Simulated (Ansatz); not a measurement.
The Sn1–H2 bond of CH4OSn (SMILES C[O][SnH]) is stretched (multiplicity 1, the rest rigid).
Geometry at rest (charge 0, multiplicity 1):
```xyz
7

Sn    -0.2559    -0.3540     0.4797
H     -1.2954    -0.7768    -0.9320
O      0.8827     0.8922    -0.5659
C      0.7858     1.2266    -1.9346
H      0.6295     2.3050    -2.0404
H      1.7204     0.9698    -2.4438
H     -0.0383     0.7038    -2.4332
```

Correlated levels freeze the cores. Filled d and f shells under p-block atoms count as core.

Run with Ansatz (a first-principles code). Values without a source in brackets are computed. In def2 rows elements past Kr take small-core potentials, without spin–orbit coupling.

FIC-MRCISD+Q on CASSCF(2,2)/def2-TZVPP, total energies (hartree):

```
R (Å)       CASSCF       MRCISD  weight c² of the reference
-----  -----------  -----------  --------------------------
1.803  -328.462562  -328.921553                     0.88302
3.156  -328.391345  -328.843122                     0.88344
5.771  -328.369490  -328.818178                     0.88444
```

### Question
Add the Davidson correction (E_MRCISD − E_CASSCF)(1 − c²)/c² and give the energies above the first point at the three levels.

### Answer

Corrections (hartree): -0.060805, -0.059605, -0.058625. Above the first point (kcal/mol):
- R = 3.156 Å: CASSCF 44.7, MRCISD 49.2, with the correction 50.0
- R = 5.771 Å: CASSCF 58.4, MRCISD 64.9, with the correction 66.2
